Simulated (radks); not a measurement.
Spherical quantum dot in the effective-mass picture: electrons in a parabolic well V = omega^2 r^2 / 2 with omega = 0.0701, with a point charge +1 (a donor) at the centre, all in effective atomic units (hartree* = m*/eps^2 hartree, bohr* = eps/m* bohr), one dielectric constant everywhere. Calculated with a radial shooting solver with Libxc functionals: non-relativistic Kohn-Sham, exchange-only LDA, spin-polarised, spherical densities. Levels are named by radial order and angular momentum (1s, 1p, 1d, 2s, ...), and open shells are averaged over m. Results are scaled to m* = 0.424 and eps = 6.7, for which hartree* = 257 meV and bohr* = 0.8362 nm.

N = 28, configuration 1s2 1p(up 3, down 0) 1d(up 5, down 0) 2s(up 1, down 0) 1f(up 7, down 0) 2p(up 3, down 0) 1g(up 7, down 0). This is the lowest configuration that the search found (a dilute case). Occupied levels:

level    occupation  eigenvalue (meV)  <r> (nm)
1s down           1            557.94     1.694
1s up             1            559.27     7.200
1p up             3            562.91     10.42
2s up             1            564.74     6.575
1d up             5            566.67     11.17
1f up             7            571.39     11.77
2p up             3            576.35     9.527
1g up             7            576.94     12.27

Energy (meV): total 9144.89, kinetic 465.10, external 2327.6, Hartree 7063.7, exchange-correlation -711.50.

Electron density:

r (nm)  n(r) (e/nm^3)
1.02          0.05719
2.15         0.008329
3.28         0.002481
4.41         0.001681
5.54         0.001663
6.67         0.001718
7.80         0.001808
8.93         0.002015
10.1         0.002299
11.2         0.002431
12.3         0.002168
13.5         0.001512
14.6        0.0007880
15.7        0.0002972
16.9       0.00007946
18.0       0.00001544
19.1        2.171e-06
20.2        2.236e-07
21.4        1.650e-08
